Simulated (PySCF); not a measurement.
A calculated (UHF, PySCF 2.14, pcseg-2, no relativity, point nucleus) atom or ion has these occupied shells.

```tsv
shell	electrons	orbital energy (eV)	rms radius, mean of both spins (bohr)
1s α	1	-4985.7	0.0813
1s β	1	-4985.7	0.0813
2s α	1	-582.47	0.354
2s β	1	-581.49	0.354
2p α	3	-483.75	0.322
2p β	3	-482.77	0.322
3s α	1	-79.701	1.09
3s β	1	-76.233	1.09
3p α	3	-50.849	1.19
3p β	3	-46.567	1.19
3d α	2	-12.116	1.65
4s α	1	-6.316	4.05
4s β	1	-5.714	4.05
```

Question: Name the element and its charge.

Answer: Ti (titanium, neutral), in [Ar] 3d2 4s2, high-spin 3F determinant.
